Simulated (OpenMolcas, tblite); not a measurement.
**How methods differ on CH3BClN (SMILES B/N=C\Cl)**

CH3BClN has 7 atoms, charge 0, and is taken as a singlet. SMILES: `B/N=C\Cl`. The coordinates come from a GFN2-xTB relaxation.

```xyz
7

B    -0.2671    1.3134   -0.1928
N    -0.1696   -0.0099    0.0305
C     0.0764   -1.2004    0.2041
Cl    1.6845   -1.8653    0.0628
H    -0.4941    1.6774   -1.2800
H    -0.1719    2.0400    0.7172
H    -0.6583   -1.9552    0.4582
```

Quantity: the dipole moment, in D. The values are calculated.

```csv
level,kind,program,value (D),CPU time
GFN2-xTB,semi-empirical,tblite,1.05,under 2 s
GFN1-xTB,semi-empirical,tblite,1.44,under 2 s
IPEA1-xTB,semi-empirical,tblite,2.40,under 2 s
HF/STO-3G,Hartree–Fock,OpenMolcas,1.58,1.2 s
HF/3-21G,Hartree–Fock,OpenMolcas,1.61,1.4 s
HF/def2-SVP,Hartree–Fock,OpenMolcas,1.47,3.6 s
BLYP/def2-SVP,GGA,OpenMolcas,1.40,15 s
BP86/6-311G**,GGA,OpenMolcas,1.33,22 s
B3LYP/6-31G* (spherical functions),global hybrid,OpenMolcas,1.37,13 s
B3LYP/6-31G* (Cartesian functions),global hybrid,OpenMolcas,1.37,14 s
```

The values span 1.05 to 2.40 D. Sets without polarisation functions give poor dipoles. Times are those of the runs behind each value, whatever else they computed, on shared processors of several kinds: orders of magnitude only.
